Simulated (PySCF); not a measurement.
# Ionisation energy of Sn by level of theory

Sn [Kr] 4d10 5s2 5p2 (3P) → Sn⁺ [Kr] 4d10 5s2 5p1 (2P), as a difference of total energies. All numbers are calculated (PySCF 2.14, scalar relativity by spin-free X2C-1e, in x2c-TZVPPall with one added diffuse shell each of s, p, d, f type (9s7p5d3f, 76 functions)). Correlated levels: valence: [Kr] 4d10 frozen. The calculations carry no spin-orbit coupling.

| method | ionisation energy (eV) | error (eV) |
| --- | --- | --- |
| UHF | 6.862 | -0.527 |
| MP2 (valence) | 7.156 | -0.233 |
| SCS-MP2 (valence) | 7.091 | -0.298 |
| CCSD (valence) | 7.187 | -0.202 |
| CCSD(T) (valence) | 7.212 | -0.177 |

Reference: 7.389 eV (measured; NIST levels, between the centres of gravity of the two terms).

Errors of the correlated levels include the incompleteness of this basis and the frozen core.
